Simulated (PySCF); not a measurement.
**Finite-field polarisability of Sn (tin, neutral)**

[Kr] 4d10 5s2 5p2, high-spin 3P determinant. Computed with PySCF 2.14 in aug-cc-pVTZ-PP with one added diffuse shell each of d, f type with ECP28MDF (6s5p5d3f, 67 functions), with a scalar-relativistic core potential. Frozen: 4s2 4p6 4d10. Energy changes in a uniform field (μhartree):

| axis | F (au) | HF | MP2 | CCSD | CCSD(T) |
| --- | --- | --- | --- | --- | --- |
| x | 0.0021 | -103.499 | -103.699 | -103.253 | -103.476 |
| x | 0.0042 | -414.343 | -415.162 | -413.371 | -414.269 |
| y | 0.0018 | -101.078 | -100.539 | -100.323 | -100.523 |
| y | 0.0036 | -405.055 | -402.894 | -402.020 | -402.823 |

By symmetry the remaining axis equals y.

Problem. Derive α along x at CCSD(T) from the two fields.

Solution. With ΔE = −αF²/2 − γF⁴/24, α = −(16 ΔE(F) − ΔE(2F))/(6F²) = 46.91 bohr³.

Problem. And the mean polarisability at each level?

Solution. The components xx, yy, zz at CCSD(T) are 46.91, 62.01, 62.01, the third axis being equal by symmetry to one of the two computed. Means: HF 57.21, MP2 57.02, CCSD 56.86, CCSD(T) 56.98 bohr³. Reference: 53 ± 6 bohr³ (recommended; Schwerdtfeger and Nagle, table of static dipole polarizabilities (2023 update)).
